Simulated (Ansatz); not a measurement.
Ansatz (an electronic-structure program) input:
A basis named .json is the Basis Set Exchange file of that set.

Ansatz 0.2 input:
```yaml
crystal:
  periodic: [false, false, false]
  atoms:
    - {symbol: Co, position_ang: [0.00000000, 0.00000000, 0.00000000]}
    - {symbol: F, position_ang: [-0.00000000, -0.00000000, -1.80324730]}
    - {symbol: F, position_ang: [0.00000000, 0.00000000, 1.80324730]}
basis:
  gaussian:
    orbitals: def2-QZVPP.json
hamiltonian:
  xc: hf
total_charge: -1
magnetization: {spin_polarized: true, initial_magnetization: 2}
```

Q: Predict the final energy.

A: -1580.51074 Eh (HF/def2-QZVPP). The basis has 214 functions.

The spin state was set by rule; other spins were not relaxed.

The determinant is spin-contaminated: <S^2> is 2.82 against 2.00 for a pure state.
